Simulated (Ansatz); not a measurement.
Reaction (SMILES): O[Si]([SiH3])([SiH3])[SiH3] → O[Si]([SiH2])([SiH3])[SiH3] + H atom (the H-Si bond at the site shown breaks; other sites are not compared here)
Structures are relaxed separately at B3LYP-D3(BJ)/def2-TZVP in Ansatz (an electronic-structure program), one conformer each, not searched for the lowest. Frequencies are from Ansatz.
Geometry of the first species:
```xyz
15

O     -0.2888    -0.1770     2.0109
Si    -0.0599    -0.0316     0.3602
Si     2.2573    -0.0171     0.0097
Si    -0.9936     1.9605    -0.4772
Si    -1.0209    -1.8310    -0.8148
H     -1.1926    -0.1995     2.3369
H      2.8793    -1.2764     0.4850
H      2.8966     1.1295     0.6992
H      2.4967     0.1112    -1.4498
H     -2.4470     2.0198    -0.1721
H     -0.3460     3.1569     0.1152
H     -0.8227     2.0047    -1.9509
H     -0.8487    -1.6165    -2.2734
H     -0.3911    -3.1223    -0.4440
H     -2.4753    -1.9226    -0.5232
```
Charge 0, spin multiplicity 1.

Property: bond dissociation energy (enthalpy at 298 K, with B3LYP-D3(BJ) rigid-rotor harmonic-oscillator terms), in eV. Valence correlation only, unless marked. UHF or UKS for open shells. Spin-orbit coupling is left out. Non-relativistic. CBS(X,Y): correlation extrapolated as X^-3; Hartree-Fock from the larger set.

| level | program | bond dissociation energy (eV) |
|---|---|---|
| HF/6-31G | Ansatz | 2.67 |
| HF/cc-pV(D+d)Z | Ansatz | 2.95 |
| BLYP-D3(BJ)/def2-TZVPD | Ansatz + dftd3 | 3.66 |
| r2SCAN/def2-TZVPD | Ansatz | 3.60 |
| r2SCAN-D4/def2-TZVPD | Ansatz + dftd4 | 3.60 |
| PBE0-D4/def2-TZVP | Ansatz + dftd4 | 3.60 |
| PBE0/def2-TZVPD | Ansatz | 3.60 |
| r2SCANh/def2-TZVPD | Ansatz | 3.61 |
| HSE06-D4/def2-TZVPD | Ansatz + dftd4 | 3.60 |
| CAM-B3LYP-D4/def2-TZVPD | Ansatz + dftd4 | 3.79 |
| wB97X-V/def2-TZVPD | Ansatz | 3.84 |
| RPA@PBE/cc-pV(Q+d)Z | Ansatz | 3.73 |
| MP2/STO-3G | Ansatz | 4.71 |
| MP2/cc-pV(T+d)Z | Ansatz | 3.66 |
| RI-MP2/cc-pV(T+d)Z | Ansatz | 3.66 |
| SCS-MP2/cc-pV(D+d)Z | Ansatz | 3.64 |
| CCSD/6-31G | Ansatz | 3.11 |
| CCSD(T)/6-31G | Ansatz | 3.12 |
| CCSD(T)/cc-pV(D+d)Z | Ansatz | 3.63 |
| CCSD(T)/cc-pV(T+d)Z | Ansatz | 3.75 |
| CCSD(T)/CBS(cc-pV(T+d)Z,cc-pV(Q+d)Z) | Ansatz | 3.82 |
